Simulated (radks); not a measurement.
The numbers below are computed, except where a source is named.
Spherical quantum dot in the effective-mass picture: electrons in a well V = -V0 / (1 + exp((r - R)/a)) with V0 = 16.4, R = 4.32, a = 0.42, all in effective atomic units (hartree* = m*/eps^2 hartree, bohr* = eps/m* bohr), one dielectric constant everywhere. Level of theory: non-relativistic Kohn-Sham, LDA (Slater exchange, Perdew-Wang correlation), spin-polarised, spherical densities (a radial shooting solver with Libxc functionals). Levels are named by radial order and angular momentum (1s, 1p, 1d, 2s, ...), and open shells are averaged over m. Results are scaled to m* = 0.031 and eps = 13.6, for which hartree* = 4.561 meV and bohr* = 23.22 nm.

N = 5, configuration 1s2 1p(up 3, down 0). This is the lowest configuration that the search found. Occupied and some empty levels:

level,occupation,eigenvalue (meV),<r> (nm)
1s up,1,-64.739,46.83
1s down,1,-64.302,46.65
1p up,3,-63.300,53.08
1p down,0,-62.849,53.26
1d up,0,-61.310,57.62
1d down,0,-60.871,57.89
2s up,0,-59.707,44.60
2s down,0,-59.403,44.65
1f up,0,-58.880,61.23
1f down,0,-58.465,61.53

Energy (meV): total -340.266, kinetic 11.225, external -367.94, Hartree 23.513, exchange-correlation -7.0643.

Electron density:

r (nm),n(r) (e/nm^3)
2.11,2.853e-06
7.40,2.993e-06
12.7,3.274e-06
18.0,3.661e-06
23.3,4.097e-06
28.6,4.507e-06
33.9,4.797e-06
39.2,4.874e-06
44.5,4.665e-06
49.8,4.152e-06
55.1,3.384e-06
60.4,2.484e-06
65.7,1.610e-06
70.9,9.012e-07
76.2,4.244e-07
81.5,1.636e-07
86.8,5.023e-08
92.1,1.206e-08
97.4,2.242e-09
103,3.264e-10
